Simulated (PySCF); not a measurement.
# Al⁺: ionisation energy

Al⁺ [Ne] 3s2 (1S) → Al²⁺ [Ne] 3s1 (2S), as a difference of total energies. All numbers are calculated (PySCF 2.14, the non-relativistic Hamiltonian (point nucleus), in dyall-av2z (13s9p2d, 50 functions)). Correlated levels: valence: [Ne] frozen; virtual orbitals above 40 to 60 times the deepest correlated orbital energy dropped. The calculations carry no spin-orbit coupling.

| method | ionisation energy (eV) |
| --- | --- |
| UHF | 17.520 |
| MP2 (valence) | 18.221 |
| SCS-MP2 (valence) | 18.361 |
| CCSD (valence) | 18.579 |

Errors of the correlated levels include the incompleteness of this basis and the frozen core.

With two correlated electrons CCSD is exact in that space.

Q: Which method comes closest to the reference value, and which is furthest?

A: The reference is 18.829 eV (measured; NIST Atomic Spectra Database, ionization energies). Closest: CCSD (valence) (error -0.250 eV); furthest: UHF (error -1.309 eV).
